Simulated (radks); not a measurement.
Q: Numerical settings for the osmium ion Os59+, [Ne] 3s2 3p5. Calculated with a radial shooting solver on a logarithmic mesh with Libxc functionals: scalar-relativistic Kohn-Sham, r2SCAN, spin-unpolarised, spherical densities, finite nucleus; meta-GGA in the generalised Kohn-Sham scheme; Fermi nuclear charge, rms radius 5.4126 fm. The defaults (mesh step 0.008 in ln r, mesh end at 40 bohr or more with all orbitals vanishing there, Anderson mixing 0.5 over 9 steps, residual threshold near 1e-9 with the energy settled to 1e-9 hartree or 1e-11 of itself, here a cap of 55 iterations) give E = -13506.305 hartree and 3p at -6312.6 eV in 10 iterations. Run on one thread of a shared host, so times are rough (Intel(R) Xeon(R) Platinum 8488C): 0.07 s of CPU time, 0.07 s wall, 10 iterations on 2189 mesh points. One setting is changed at a time: mesh step in ln r 0.03; mesh step in ln r 0.005; mesh step in ln r 0.2; mesh end (bohr) 20; mesh end (bohr) 12; residual threshold 1e-13; residual threshold 1e-05; mixing 1.5; linear mixing, mixing 0.2; linear mixing, mixing 1; mixing history 2; iteration cap 3. Which runs fail to converge, and which converge to a wrong energy?

A: Not converged within the cap: mesh step in ln r 0.2; residual threshold 1e-13; linear mixing, mixing 0.2; linear mixing, mixing 1; iteration cap 3. No run marked as converged misses the energy by more than 1 mhartree.
